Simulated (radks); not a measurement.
Results of a calculation; reference values are marked as such.
Initial-state core-level shifts of the tungsten ion W2+ when its valence configuration changes from [Xe] 4f14 5d4. Level of theory: scalar-relativistic Kohn-Sham, r2SCAN, spin-polarised, spherical densities, finite nucleus; open shells are filled with parallel spins first (spin-orbit coupling, left out, can overturn this in heavy ions); meta-GGA in the generalised Kohn-Sham scheme; Fermi nuclear charge, rms radius 5.3658 fm (a radial shooting solver on a logarithmic mesh with Libxc functionals). Shifts are changes of the shell-averaged eigenvalues in eV (positive: less bound); the change of the density at the nucleus, which sets a Mossbauer isomer shift, is in e/bohr^3, on a base of 1.515e+06.

| valence | 1s | 2s | 3p | 5p | density at nucleus |
|---|---|---|---|---|---|
| 4f13.5 5d4.5 | -4.839 | -5.256 | -5.916 | -1.605 | +38.8 |
| 4f14 5d2 6p2 | -9.702 | -9.928 | -9.824 | -8.881 | +23.2 |
| 4f14 5d3.5 6p0.5 | -2.419 | -2.469 | -2.450 | -2.260 | +4.6 |
| 4f13 5d4 6s1 | -13.375 | -14.369 | -15.671 | -6.395 | +223.2 |
| 4f13 5d5 | -9.800 | -10.657 | -12.011 | -3.178 | +79.1 |
| 4f14 5d3 6s1 | -3.348 | -3.477 | -3.428 | -3.056 | +134.5 |
| 4f14 5d3 6p1 | -4.838 | -4.943 | -4.901 | -4.492 | +10.0 |
| 4f14 5d3.5 6s0.5 | -1.666 | -1.729 | -1.706 | -1.529 | +65.9 |
| 4f12 5d6 | -20.525 | -22.317 | -25.145 | -6.696 | +163.1 |
